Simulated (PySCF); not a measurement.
Match the calculated data to a structure.

All candidates are C5H16N2Si2.

* Dipole: 0.07 D [PBE0/def2-SVPD]
* Polarisability: 125.8 au [PBE0/def2-SVPD]
* Rotational structure: rotational constants A, B, C: 4.205, 0.444, 0.430 GHz [PBE0-D3(BJ)/def2-SVP]
* 13C NMR: chemical shifts (computed TMS as zero) by class: 27.6 (1 C), 21.3 (1 C), 20.3 (1 C), 18.1 (1 C), 8.2 (1 C) ppm [GIAO KT3/pcSseg-1]
* NMR, other nuclei: isotropic shieldings of nuclei other than C and H, by class: 237 (2 N), 367 (1 Si), 368 (1 Si) ppm [GIAO KT3/pcSseg-1]
* Triplet: lowest triplet excitation (Tamm–Dancoff): 5.54 eV [TDA PBE0/def2-SVPD]

Electronic properties: PySCF, gas phase, density fitting. Levels stand in brackets. Geometry: PBE0-D3(BJ)/def2-SVP, one conformer, isolated molecule. NMR values are class means; diastereotopic atoms form classes of their own.

Question: Which candidate is it?
A. `C[C@@H]1C[SiH2]N[Si@@H]1N(C)C`
B. `C[Si@](N)([SiH3])N1CCCC1`
C. `CCC[Si@H]1N[Si@H](CC)N1`
D. `CN(C)[Si@@H]1CCC[Si@H]1N`
E. `CN(C)[Si@@H]1CCC[Si@@H]1N`

Answer: C. It is `CCC[Si@H]1N[Si@H](CC)N1`. Numbering: `[CH3:1][CH2:2][CH2:3][Si@H:4]1[NH:5][Si@H:6]([CH2:7][CH3:8])[NH:9]1`. Its formula, C5H16N2Si2, gives 1 degree of unsaturation: 1 ring and 0 π bonds in the structure found. 5 carbons fall into 5 classes; from least to most shielded: chain sp3 carbon bound to silicon [C3] (27.6 ppm), methyl carbon [C1] (21.3 ppm), chain CH2 carbon [C2] (20.3 ppm), chain sp3 carbon bound to silicon [C7] (18.1 ppm), methyl carbon [C8] (8.2 ppm). The other shieldings belong to: 237 ppm, nitrogen bridging silicon atoms [N5/N9]; 367 ppm, SiH silicon [Si6]; 368 ppm, SiH silicon [Si4]. The optimised geometry has point group C1 and is an asymmetric top.

The others, at the same levels:
- `CN(C)[Si@@H]1CCC[Si@@H]1N` fails: it has 4 carbon classes against 5; its computed 13C shifts are 41.7 (2 C), 22.4 (1 C), 19.8 (1 C), 19.3 (1 C) ppm, lowest triplet excitation (Tamm–Dancoff) is 4.53 eV (against 5.54 eV) and static isotropic polarisability is 131.3 au (against 125.8 au).
- `C[C@@H]1C[SiH2]N[Si@@H]1N(C)C` fails: it has 4 carbon classes against 5; its computed 13C shifts are 38.4 (2 C), 22.4 (1 C), 20.3 (1 C), 16.9 (1 C) ppm, rotational constant A is 1.678 GHz (against 4.205 GHz) and smallest rotational constant is 0.724 GHz (against 0.430 GHz).
- `CN(C)[Si@@H]1CCC[Si@H]1N` fails: it has 4 carbon classes against 5; its computed 13C shifts are 42.2 (2 C), 26.5 (1 C), 21.7 (1 C), 19.8 (1 C) ppm, lowest triplet excitation (Tamm–Dancoff) is 4.98 eV (against 5.54 eV) and static isotropic polarisability is 131.1 au (against 125.8 au).
- `C[Si@](N)([SiH3])N1CCCC1` fails: it has 3 carbon classes against 5; its computed 13C shifts are 49.3 (2 C), 31.3 (2 C), 1.4 (1 C) ppm, lowest triplet excitation (Tamm–Dancoff) is 5.01 eV (against 5.54 eV) and static isotropic polarisability is 131.6 au (against 125.8 au).

Each candidate is one conformer, not necessarily the lowest. The conformers computed, where there is a choice (atom-mapped SMILES and torsion angles):
- `[CH3:1][CH2:2][CH2:3][Si@H:4]1[NH:5][Si@H:6]([CH2:7][CH3:8])[NH:9]1`: C1–C2–C3–Si4 180°, C2–C3–Si4–N5 66°, N5–Si6–C7–C8 -163°

The conformers of `CN(C)[Si@@H]1CCC[Si@@H]1N`, `C[C@@H]1C[SiH2]N[Si@@H]1N(C)C`, `CN(C)[Si@@H]1CCC[Si@H]1N` and `C[Si@](N)([SiH3])N1CCCC1` aren't listed.
